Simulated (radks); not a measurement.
Task: These are the eigenvalues of the occupied orbitals of an atom or ion with whole-number occupations (hartree). All-electron calculation, Dirac Kohn-Sham, PBEsol, spin-unpolarised, spherical densities, finite nucleus; Fermi nuclear charge, rms radius of each element as measured or else 0.836 A^(1/3) + 0.57 fm. Program: a radial shooting solver on a logarithmic mesh with Libxc functionals.

| orbital | eigenvalue |
|---|---|
| 1s1/2 | -1714.268 |
| 2s1/2 | -281.3388 |
| 2p1/2 | -266.7900 |
| 2p3/2 | -244.6549 |
| 3s1/2 | -62.92577 |
| 3p1/2 | -56.65881 |
| 3p3/2 | -52.17912 |
| 3d3/2 | -41.29185 |
| 3d5/2 | -40.31909 |
| 4s1/2 | -13.76466 |
| 4p1/2 | -11.35670 |
| 4p3/2 | -10.36007 |
| 4d3/2 | -6.38770 |
| 4d5/2 | -6.20768 |
| 5s1/2 | -2.85994 |
| 5p1/2 | -2.16337 |
| 5p3/2 | -2.00526 |
| 4f5/2 | -1.57204 |
| 6s1/2 | -0.89157 |

Which element is it, and in what charge state? The configuration may be excited. Open shells, if any, fill j = l - 1/2 first.

Result: Z = 62, samarium, charge +3: Sm3+ in [Xe] 4f4 6s1. The list shows which subshells hold electrons but not how many an open one holds; the 1s level, -1714.3 hartree, gives Z - s = 58.6 by -(Z - s)^2/2, which with screening and relativity narrows Z to a few neighbours, and the depths of the outer levels then fix element, charge and occupations together.
